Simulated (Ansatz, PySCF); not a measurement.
Potential energy curve for CH (cation, charge +1), singlet.

- RKS-PBE = restricted PBE/cc-pVTZ (PySCF)
- UKS-PBE = unrestricted PBE/cc-pVTZ run with PySCF 2.14.0
- UKS-PBE0 = unrestricted PBE0/cc-pVTZ run with PySCF
- FCI = full CI/cc-pVTZ, frozen core run with Ansatz (a first-principles code)

Energies relative to the lowest point of each curve near equilibrium, in kcal/mol; the last columns give the error against full CI:

```
R / Å  RKS-PBE  UKS-PBE  UKS-PBE0   FCI  RKS-PBE − FCI  UKS-PBE − FCI  UKS-PBE0 − FCI
-----  -------  -------  --------  ----  -------------  -------------  --------------
0.85      49.4     48.3      46.4  45.8            3.6            2.5             0.6
0.92      24.8     24.1      22.6  22.0            2.8            2.1             0.6
0.97      13.7     13.2      12.0  11.5            2.2            1.7             0.5
1.03       5.4      5.1       4.3   4.0            1.5            1.2             0.3
1.07       2.3      2.1       1.5   1.3            0.9            0.8             0.2
1.10       0.8      0.7       0.4   0.3            0.5            0.4             0.1
1.14       0.0      0.0       0.0   0.0            0.0            0.0             0.0
1.18       0.1      0.2       0.6   0.7           -0.5           -0.4            -0.1
1.20       0.5      0.6       1.1   1.3           -0.8           -0.7            -0.2
1.28       3.5      3.8       5.0   5.4           -1.8           -1.6            -0.4
1.35       7.7      7.9       9.8  10.3           -2.6           -2.4            -0.5
1.43      13.4     13.6      16.2  16.9           -3.5           -3.3            -0.6
1.55      23.0     22.9      26.8  27.4           -4.4           -4.4            -0.6
1.70      35.3     34.7      40.0  40.3           -5.1           -5.7            -0.3
1.89      49.9     48.2      55.3  54.9           -5.0           -6.8             0.4
2.06      61.5     58.4      65.4  65.7           -4.3           -7.3            -0.3
2.32      76.0     67.4      72.9  78.1           -2.1          -10.7            -5.2
2.51      84.3     70.1      76.3  84.3            0.0          -14.2            -8.0
2.82      94.2     73.2      80.4  90.6            3.7          -17.4           -10.2
3.06         —     74.6      82.6  93.2              —          -18.6           -10.6
3.44         —     75.5      84.5  95.2              —          -19.7           -10.7
4.00         —     75.1      85.4  96.1              —          -20.9           -10.7
4.52         —     74.1      85.2  96.3              —          -22.2           -11.1
```

RKS-PBE is furthest from FCI at 1.70 (-5.1 kcal/mol, below); its mean absolute error over the points is 2.4 kcal/mol.

UKS-PBE is furthest from FCI at 4.52 (-22.2 kcal/mol, below); its mean absolute error over the points is 7.2 kcal/mol.

UKS-PBE0 is furthest from FCI at 4.52 (-11.1 kcal/mol, below); its mean absolute error over the points is 3.1 kcal/mol.

Dashes: no converged value, or the column stops at the first point that the program doubted or that broke a chosen test of continuity, which isn't proof of a fault.

The restricted form behind RKS-PBE keeps the bonding electrons paired and can't separate into open-shell fragments. The unrestricted solution behind UKS-PBE changes between 2.06 and 2.32 Å, which can leave a kink. The unrestricted determinant behind UKS-PBE, UKS-PBE0 is spin-contaminated at 0.85 to 4.52 Å (<S²> up to 1.0, against 0.00 for a pure singlet). At the longest distance UKS-PBE, UKS-PBE0 leaves fractional charges on the fragments, a sign of delocalisation error or of the restricted form.
